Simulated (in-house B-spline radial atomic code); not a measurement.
RPA and G0W0 on LDA VWN5: Zn+

Configuration [Ar] 3d10 4s1, highest spin, mean-field start LDA VWN5. Computed with an all-electron radial atomic-structure program (B-spline basis): all electrons, non-relativistic, point nucleus, each spin shell either full or empty, empty states to l = 9 with an (l + 1/2)⁻⁴ tail; G0W0 by contour deformation at full frequency.

Command:
```bash
python run_gw.py task.json out
```
Settings (radii: box in bohr, nucleus in fm):
```
Z                        30
electrons                29
configuration            [Ar] 3d10 4s1
hamiltonian              nr
method                   lda,vwn
lmax                     9
spin_polarised           True
box_radius               23.78
intervals                53
ion_configuration        [Ar] 3d10
```

Cost of the run: 6.3 s on 1 thread of Arm Neoverse N1 (shared host).

Energies (hartree):

```csv
term,value
mean-field total,-1776.21789
Hartree-Fock functional on these orbitals,-1777.51665
direct second order,-2.7829
second-order exchange,0.79324
SOSEX correction,0.6946
```

What is the RPA correlation energy, and what remains with SOSEX?

RPA gives -2.2237 hartree (-2.09 eV per electron); RPA + SOSEX gives -1.5291, and the second-order doubles -1.9896 hartree (no singles). RPA lacks exchange-type terms and so overcorrelates at short range.

Quasi-particle levels (eV):

| level | occupied | mean field | Σx - vxc | Σc | QP weight | G0W0 |
| --- | --- | --- | --- | --- | --- | --- |
| 4s up | yes | -14.493 | -2.59 | ? | ? | ? |
| 4s down | no | -13.397 | 6.53 | -2.62 | 0.889 | -9.479 |

G0W0 = mean field + (Σx - vxc) + Σc, with Σc (partial-wave tail included) taken at the quasi-particle energy. Only the outer levels were computed. Levels of low weight are left out.

Where does G0W0 put 4s up?

At -18.435 eV, with Σc = -1.35 eV and a quasi-particle weight of 0.927. The tabulated removal energy is 17.964 eV (NIST, measured); the calculation leaves out relativity, Breit and QED terms, and what these don't explain is the method's own error.

What does it cost to remove one electron (to [Ar] 3d10) by differences of total energies, each species on its own start (correlation terms add to the Hartree-Fock functional)?

LDA VWN5 18.665 eV, Hartree-Fock functional 16.327 eV, + RPA 18.229 eV, + RPA + SOSEX 17.444 eV, + second order 18.602 eV. Tabulated: 17.964 eV (NIST, measured); the calculation leaves out relativity, Breit and QED terms, and what these don't explain is the method's own error.
